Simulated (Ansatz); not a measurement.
`BC[SiH](C)F` → `B[Si](C)(C)F`  (isomerisation)

Calculated with Ansatz (gas phase, PBE0-D4/def2-TZVP geometries, no zero-point term in ΔE). CBS: MP2 limit from def2 TZ/QZ plus the TZ coupled-cluster correction, frozen cores. DFT in def2-TZVPP. B3LYP here is the variant with VWN-RPA as its local correlation; programs differ in this. Each species was taken in one conformer, which may not be the lowest.

```
             level  ΔE (kJ/mol)
         r2SCAN-D4         51.5
          B3LYP-D4         49.0
               PBE         46.8
SCS-MP2/def2-TZVPP         53.4
```

Problem. What does CCSD(T)/CBS give? (Estimate.)

Solution. Computed: +50.0 kJ/mol. The listed levels differ from it by 1.5, -1.0, -3.2, 3.4 kJ/mol.

Largest T1 diagnostic among the species: 0.011.
